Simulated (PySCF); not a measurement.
PySCF 2.14 output of an unrestricted PBE0 calculation on a single atom or ion in dyall-av2z, with the non-relativistic Hamiltonian (point nucleus):

```
SCF conv_tol = 1e-09
number electrons alpha = 27  beta = 23
    C. Adamo and V. Barone.,  J. Chem. Phys. 110, 6158 (1999)
    M. Ernzerhof and G. E. Scuseria.,  J. Chem. Phys. 110, 5029 (1999)
cycle= 1 E= -6024.66695187049  delta_E= -0.0317  |g|= 0.034  |ddm|= 1.83
cycle= 2 E= -6024.6633061028  delta_E= 0.00365  |g|= 0.03  |ddm|=  2.2
cycle= 3 E= -6024.65201903975  delta_E= 0.0113  |g|= 0.00701  |ddm|= 1.17
cycle= 4 E= -6024.65212091381  delta_E= -0.000102  |g|= 0.00394  |ddm|= 0.0391
cycle= 5 E= -6024.65241794351  delta_E= -0.000297  |g|= 0.00479  |ddm|= 0.117
cycle= 6 E= -6024.65235483881  delta_E= 6.31e-05  |g|= 0.00422  |ddm|= 0.398
cycle= 7 E= -6024.65206933043  delta_E= 0.000286  |g|= 0.000777  |ddm|= 0.225
cycle= 8 E= -6024.6520609987  delta_E= 8.33e-06  |g|= 6.48e-05  |ddm|= 0.0302
cycle= 9 E= -6024.65206096127  delta_E= 3.74e-08  |g|= 4.08e-06  |ddm|= 0.00228
cycle= 10 E= -6024.65206096127  delta_E= 1.82e-12  |g|= 3.72e-07  |ddm|= 4.99e-05
converged SCF energy = -6024.65206096127  <S^2> = 6.0012072  2S+1 = 5.0004829
```

The run itself started from symmetry-adapted Hartree-Fock orbitals and held the occupation by maximum overlap, on a logarithmic radial grid, so the iterations belong to that start.

**Question.** Which element, charge and spin multiplicity is this?

**Answer.** Sn (tin, neutral), multiplicity 5; the state was [Kr] 4d10 5s1 5p2 5d1, one real determinant (an excited configuration).

⟨L²⟩ = 7.94 against 12 for a pure F term, so this real determinant mixes terms. A non-relativistic calculation at this Z misses sizeable relativistic shifts. The outer electron is Rydberg-like, and this basis confines it to a smaller radius and binds it less than a complete one would.
